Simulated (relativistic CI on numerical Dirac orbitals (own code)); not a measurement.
**Hyperfine structure of Ta XXI, mass number 181**

Method of calculation: Dirac-Coulomb-Breit CI, KLI orbitals optimised for each configuration, model QED (radiative potential, 1s self-energy scaled to tabulated hydrogen-like ionisation energies), unscaled Slater integrals (own radial code, finite nucleus).

Configuration list (outside the closed core [Ar] 3d10 4p6 4d10): 4s2 4f7, 4s2 4f6 5s, 4s2 4f5 5s2, 4s2 4f6 6s, 4f9. Levels of other configurations are missing.

Nuclear spin I = 7/2, μ = 2.365 μN, Q = 3.17 b (tables of Stone and Pyykkö). The electronic factors are computed for point nuclear moments, without core polarisation or the Bohr-Weisskopf and QED corrections.

| Level | E (cm⁻¹) | A (MHz) | B (MHz) |
| --- | --- | --- | --- |
| 4s2 4f7 6P°_5/2 | 67936.3 | 596.2 | 3370 |
| 4s2 4f7 6P°_3/2 | 71404.8 | -634.5 | -1530 |
| 4s2 4f7 6I°_7/2 | 72072.3 | 1890 | 2060 |
| 4s2 4f7 6I°_9/2 | 74764.9 | 1550 | 2540 |
| 4s2 4f7 6I°_17/2 | 75107.7 | 1262 | 0.727 |
| 4s2 4f7 6I°_11/2 | 76895.0 | 1373 | 2160 |
| 4s2 4f7 6I°_15/2 | 77723.8 | 1240 | 1430 |
| 4s2 4f7 6I°_13/2 | 77899.3 | 1279 | 1800 |

Levels with J = 0, under 50 % of one LS term, or S terms without an open s electron are left out. Small factors come from cancelling terms and can be off by tens of per cent or more.

At this charge energies of transitions that change n are usually good to better than 1 %, and those within a shell (Δn = 0) to a few per cent. Terms inside the open d or f shell come out 10 to 20 % too wide with unscaled integrals.

(1) Give the hyperfine levels of 4s2 4f7 6P°_3/2 relative to its centre of gravity.

Answers

(1) With K = F(F + 1) − I(I + 1) − J(J + 1), E = AK/2 + B[¾K(K + 1) − I(I + 1)J(J + 1)]/[2I(2I − 1)J(2J − 1)]: F = 2: 3461, F = 3: 2653, F = 4: 553.5, F = 5: -3715 MHz.

LS names give the leading component of a level, which can be under half, so a name can repeat, a term be missing and a line seem to break the LS rules.
